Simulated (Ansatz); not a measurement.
```yaml
crystal:
  periodic: [false, false, false]
  atoms:
    - {symbol: C, position_ang: [-0.521093, 1.056164, -1.701183]}
    - {symbol: Al, position_ang: [0.406670, -0.057703, -0.373147]}
    - {symbol: C, position_ang: [1.894161, 0.543754, 0.541597]}
    - {symbol: C, position_ang: [0.064510, -2.067154, -0.471714]}
    - {symbol: P, position_ang: [-1.473732, 0.371747, 1.552652]}
    - {symbol: H, position_ang: [0.146195, 1.141686, -2.689008]}
    - {symbol: H, position_ang: [-0.544453, 2.111417, -1.539682]}
    - {symbol: H, position_ang: [-1.534566, 0.633880, -2.028012]}
    - {symbol: H, position_ang: [1.896349, 1.680330, 0.792481]}
    - {symbol: H, position_ang: [2.102239, 0.127889, 1.519249]}
    - {symbol: H, position_ang: [2.860019, 0.574381, -0.021516]}
    - {symbol: H, position_ang: [0.471699, -2.586731, 0.445451]}
    - {symbol: H, position_ang: [0.825042, -2.509560, -1.166179]}
    - {symbol: H, position_ang: [-0.706724, -2.334328, -0.833767]}
    - {symbol: H, position_ang: [-2.646504, 1.219125, 1.334399]}
    - {symbol: H, position_ang: [-2.285152, -0.694346, 2.017913]}
    - {symbol: H, position_ang: [-1.033113, 0.997484, 2.667128]}
basis:
  gaussian: {orbitals: cc-pVDZ, point_charges: [{charge: 0.50, position_ang: [6.016, -0.687, 0.433]}]}
hamiltonian: {xc: {name: LC-wPBE}}
output: {forces: true}
```

```sh
$ ansatz run in.yaml --threads 4 --pin off --events-out ev --progress --plain --max-ram 11315MiB
```

It prints (some lines left out):

```
Functional definition: LC-wPBE
1751 factors; their error is unknown
604 factors; integrals over basis functions are off by at most 2.4e-5 eV
mean field evaluation 1: about -19177.2877 eV, gradient 5.2e1 eV
mean field evaluation 2: about -19181.1568 eV, gradient 3.4e1 eV
mean field evaluation 4: about -19184.0452 eV, gradient 4.1e-1 eV
mean field evaluation 8: about -19184.0615 eV, gradient 4.4e-2 eV
mean field evaluation 16: about -19184.0036 eV, gradient 3.9e-5 eV
mean field -19184.00359361 eV, -704.9991286804 hartree, gradient 3.9e-5 eV, S^2 0.000000; 0 other end points of the search recorded, 0 dependent functions left out
reference -19184.00359362 eV, -704.9991286807 hartree; 29, 29 occupied and 109, 109 virtual orbitals, 1751 factors
Total energy: -19184.00359362 eV, -704.9991286807 hartree
Atom 0 at    -0.521093     1.056164    -1.701183 Å, force     0.863858    -1.073237    -2.950270 eV/Å
Atom 1 at     0.406670    -0.057703    -0.373147 Å, force    -2.532929    -1.596214    -1.072498 eV/Å
Atom 2 at     1.894161     0.543754     0.541597 Å, force     2.750908     3.518027     1.038591 eV/Å
Atom 3 at     0.064510    -2.067154    -0.471714 Å, force    13.440292     3.951532     5.043099 eV/Å
Atom 4 at    -1.473732     0.371747     1.552652 Å, force    -1.504751    -0.094421    -2.015873 eV/Å
Atom 5 at     0.146195     1.141686    -2.689008 Å, force    -1.254626    -0.808729     1.629510 eV/Å
Atom 6 at    -0.544453     2.111417    -1.539682 Å, force    -0.648785     1.208249     0.794222 eV/Å
Atom 7 at    -1.534566     0.633880    -2.028012 Å, force     1.202511     0.720369     0.373672 eV/Å
Atom 8 at     1.896349     1.680330     0.792481 Å, force    -0.609300    -1.451644    -0.399417 eV/Å
Atom 9 at     2.102239     0.127889     1.519249 Å, force     0.157364    -0.670558     0.490069 eV/Å
Atom 10 at     2.860019     0.574381    -0.021516 Å, force    -0.371797    -0.632069     0.024501 eV/Å
Atom 11 at     0.471699    -2.586731     0.445451 Å, force    -1.246186     0.363416    -0.353893 eV/Å
Atom 12 at     0.825042    -2.509560    -1.166179 Å, force    -0.132874     0.558188    -0.158968 eV/Å
Atom 13 at    -0.706724    -2.334328    -0.833767 Å, force   -11.736727    -4.099056    -4.498472 eV/Å
Atom 14 at    -2.646504     1.219125     1.334399 Å, force     0.932148    -0.320485    -0.078833 eV/Å
Atom 15 at    -2.285152    -0.694346     2.017913 Å, force     0.368344    -0.082217     0.396133 eV/Å
Atom 16 at    -1.033113     0.997484     2.667128 Å, force     0.361285     0.505840     1.741503 eV/Å
Dipole moment:    -0.518855     0.220830     0.552660 e Å
```

Run time 2.5 s (4 threads of an Arm Neoverse V2 on a shared host); peak host memory 0.74 GiB.
